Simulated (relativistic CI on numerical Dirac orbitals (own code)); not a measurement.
# Hyperfine structure of Ag17+, mass number 107

Method of calculation: Dirac-Coulomb-Breit CI, KLI orbitals optimised for each configuration, QED by a radiative potential, unscaled Slater integrals (own radial code, finite nucleus).

Configurations in the expansion (outside the closed core [Ar] 3d10): 4s², 4s4p, 4p², 4s4d, 4d², 4s4f, 4p4d, 4f², 4p4f, 4s5s, 4d4f, 4s5p, 4s5d, 4s5f, 4s5g, 4s6s. Levels of other configurations are missing.

Nuclear spin I = 1/2, μ = -0.11352 μN (tables of Stone and Pyykkö). The electronic factors are computed for point nuclear moments, without core polarisation or the Bohr-Weisskopf and QED corrections.

| Level | E (eV) | A (MHz) |
| --- | --- | --- |
| 4s4p ³P°1 | 34.838 | -20070 |
| 4s4p ³P°2 | 40.876 | -11070 |
| 4s4p ¹P°1 | 51.239 | 2593 |
| 4p² ³P1 | 83.121 | 517.1 |
| 4p² ¹D2 | 83.442 | -3963 |
| 4p² ³P2 | 90.739 | -1778 |
| 4s4d ³D1 | 107.610 | 8701 |
| 4s4d ³D2 | 108.113 | -4790 |

Levels with J = 0, under 50 % of one LS term, or S terms without an open s electron are left out. Small factors come from cancelling terms and can be off by tens of per cent or more.

At this charge energies of transitions that change n are usually good to better than 1 %, and those within a shell (Δn = 0) to a few per cent.

Task: Give the hyperfine levels of 4s4p ³P°1 relative to its centre of gravity.

Result: With K = F(F + 1) − I(I + 1) − J(J + 1), E = AK/2: F = 1/2: 20070, F = 3/2: -10040 MHz.

LS names give the leading component of a level, which can be under half, so a name can repeat, a term be missing and a line seem to break the LS rules.
